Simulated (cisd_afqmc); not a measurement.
System: ICl, charge 1, doublet. ICl+ (parent SMILES ICl, doublet).
B3LYP-D3(BJ)/def2-TZVP minimum from Ansatz:
```xyz
2

Cl     0.0000     0.0000    -1.7065
I      0.0000     0.0000     0.5474
```
Charge +1, spin multiplicity 2.

Phaseless AFQMC (cisd_afqmc on Ansatz's integrals) in def2-TZVPP, frozen core: how the trial state and the time step act. The spread is the standard deviation of the local energy over walkers; bars are one sigma, widened where a walk drifts.

| trial | step (1/Eh) | walkers x blocks averaged | spread (Eh) | energy (Eh) |
|---|---|---|---|---|
| CISD | 0.005 | 64300 | 0.042 | -756.1675 ± 0.0004 |
| CISD | 0.0025 | 57900 | 0.042 | -756.1678 ± 0.0004 |
| HF | 0.005 | 375600 | 0.184 | -756.1675 ± 0.0007 |

CCSDT(Q) in the same basis (Ansatz) gives -756.1691 Eh.
